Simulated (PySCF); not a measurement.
C₃H₆BFO, SMILES FCB1CCO1.

Geometry: B3LYP-D3(BJ)/def2-SVP. This is a generated structure with no PubChem entry under its InChIKey; it may be hypothetical. Other conformers were not sampled.

These are HF/def2-TZVP (PySCF) values and carry that method's errors.

Symmetry labels are those of the subgroup Cs that the program uses (full group Cs).

Task: List the valence orbital energies around the gap with their symmetry. (An estimate is asked for; the answer gives what the named calculation found.)

Result: 
```
orbital  symmetry  energy (eV)
-------  --------  -----------
HOMO−7         A"       -18.04
HOMO−6         A'       -16.66
HOMO−5         A"       -14.56
HOMO−4         A'       -14.36
HOMO−3         A"       -14.33
HOMO−2         A'       -13.19
HOMO−1         A"       -12.85
HOMO           A'       -11.69
LUMO           A'         3.09
LUMO+1         A"         3.65
LUMO+2         A'         4.03
LUMO+3         A'         4.12
```
